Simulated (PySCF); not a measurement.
C₇H₁₀N₂.
Atom-mapped SMILES: `[CH3:1][CH2:2][NH:3][c:4]1[cH:5][cH:6][cH:7][cH:8][n:9]1` (hydrogens: H10, H11, H12 on C1; H13, H14 on C2; H15 on N3; H16 on C5; H17 on C6; H18 on C7; H19 on C8)

The same species was optimised twice, with GFN2-xTB and with PBE0-D3(BJ)/def2-SVP (PySCF), and the same property calculations (PySCF, gas phase) were run on both structures.

```
     coordinate  GFN2-xTB  PBE0-D3(BJ)/def2-SVP  change
      C4–C5 (Å)     1.407                 1.416  +0.009
      C8–N9 (Å)     1.322                 1.331  +0.009
      C7–C8 (Å)     1.382                 1.389  +0.007
      C6–C7 (Å)     1.392                 1.400  +0.008
      C5–C6 (Å)     1.375                 1.382  +0.007
      C1–C2 (Å)     1.528                 1.522  -0.006
      C4–N9 (Å)     1.333                 1.336  +0.003
      N3–C4 (Å)     1.363                 1.365  +0.002
      C2–N3 (Å)     1.444                 1.443  -0.001
   C1–C2–N3 (°)     112.5                 114.1    +1.6
   C2–N3–C4 (°)     121.7                 122.7    +1.0
   C5–C6–C7 (°)     119.2                 119.8    +0.6
   C6–C7–C8 (°)     117.7                 117.2    -0.5
   N3–C4–C5 (°)     120.3                 120.7    +0.4
   C4–C5–C6 (°)     118.6                 118.4    -0.2
   C4–N9–C8 (°)     118.4                 118.6    +0.2
   N3–C4–N9 (°)     117.6                 117.4    -0.2
C1–C2–N3–C4 (°)       -85                   -78      +7
C2–N3–C4–C5 (°)       167                   173      +6
```

Rotational constants: A = 4001, B = 1061, C = 918.8 MHz (GFN2-xTB) against A = 3935, B = 1074, C = 913.1 MHz (PBE0-D3(BJ)/def2-SVP). Point groups within 0.08 Å: C1 and C1.

On the GFN2-xTB structure: HOMO (eV) -5.92 [PBE0/pcSseg-1]; LUMO (eV) -0.39 [PBE0/pcSseg-1]; dipole (D) 1.86 [PBE0/pcSseg-1]; GIAO shielding of C1 (ppm) 168.9 [PBE0/pcSseg-1]; GIAO shielding of C2 (ppm) 149.3 [PBE0/pcSseg-1]; GIAO shielding of N3 (ppm) 155.9 [PBE0/pcSseg-1]; GIAO shielding of C4 (ppm) 24.8 [PBE0/pcSseg-1]; GIAO shielding of C5 (ppm) 75.5 [PBE0/pcSseg-1]; GIAO shielding of C6 (ppm) 43.7 [PBE0/pcSseg-1]; GIAO shielding of C7 (ppm) 71.0 [PBE0/pcSseg-1]; GIAO shielding of C8 (ppm) 31.8 [PBE0/pcSseg-1].

Problem. What do these properties become on the PBE0-D3(BJ)/def2-SVP structure?

Solution. 
```
                                    property          level  on GFN2-xTB  on PBE0-D3(BJ)/def2-SVP  change
                                   HOMO (eV)  PBE0/pcSseg-1        -5.92                    -5.92    0.00
                                   LUMO (eV)  PBE0/pcSseg-1        -0.39                    -0.41   -0.02
                                  dipole (D)  PBE0/pcSseg-1         1.86                     1.87   +0.01
energy, GFN2-xTB geometry as zero (kcal/mol)  PBE0/pcSseg-1          0.0                     -0.6    -0.6
                  GIAO shielding of C1 (ppm)  PBE0/pcSseg-1        168.9                    168.5    -0.4
                  GIAO shielding of C2 (ppm)  PBE0/pcSseg-1        149.3                    147.4    -1.9
                  GIAO shielding of N3 (ppm)  PBE0/pcSseg-1        155.9                    159.4    +3.5
                  GIAO shielding of C4 (ppm)  PBE0/pcSseg-1         24.8                     23.9    -0.9
                  GIAO shielding of C5 (ppm)  PBE0/pcSseg-1         75.5                     74.1    -1.4
                  GIAO shielding of C6 (ppm)  PBE0/pcSseg-1         43.7                     41.8    -1.9
                  GIAO shielding of C7 (ppm)  PBE0/pcSseg-1         71.0                     68.7    -2.3
                  GIAO shielding of C8 (ppm)  PBE0/pcSseg-1         31.8                     29.5    -2.3
```

The heavy atoms differ by 0.089 Å rms after alignment. Among bonds between heavy atoms C4–C5, C6–C7 and C8–N9 change most and about equally (+0.008 to +0.009 Å). Changes are differences of the printed values. Neither structure is proved a minimum here.

Conformer computed: `[CH3:1][CH2:2][NH:3][c:4]1[cH:5][cH:6][cH:7][cH:8][n:9]1`: C1–C2–N3–C4 -78°, C2–N3–C4–C5 173°.
